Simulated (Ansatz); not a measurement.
Job for Ansatz (a program for electronic structure): U-revPBE/def2-TZVPP on O2 (SMILES O=O).

Ansatz 0.2 input:
```yaml
crystal:
  periodic: [false, false, false]
  atoms:
    - {symbol: O, position_ang: [0.00000000, -0.00000000, 0.60215214]}
    - {symbol: O, position_ang: [-0.00000000, 0.00000000, -0.60215214]}
basis:
  gaussian:
    orbitals: def2-TZVPP
hamiltonian:
  xc: {name: revPBE}
magnetization: {spin_polarized: true, initial_magnetization: 2}
```

It printed:

```
WARN ansatz: RAYON_NUM_THREADS=4 ignored (pool sized by the plan → 4); use --threads N
Functional definition: revPBE
integrals: 0.01 GiB planned
302 factors; their error is unknown
mean field: 0.13 GiB planned
mean field evaluation 1: about -4090.7798 eV, gradient 1.5e1 eV
mean field evaluation 2: about -4090.8950 eV, gradient 1.3e1 eV
mean field evaluation 4: about -4091.4340 eV, gradient 3.1e-1 eV
mean field evaluation 8: about -4091.4318 eV, gradient 6.1e-3 eV
mean field -4091.43181042 eV, -150.3573457610 hartree, gradient 3.3e-5 eV, S^2 2.004589; 0 other end points of the search recorded, 0 dependent functions left out
reference -4091.43182919 eV, -150.3573464506 hartree; 9, 7 occupied and 53, 55 virtual orbitals, 302 factors
Total energy: -4091.43182919 eV, -150.3573464506 hartree
```

The calculation finished and met its thresholds.

Cost: very roughly 0.7 core-seconds.
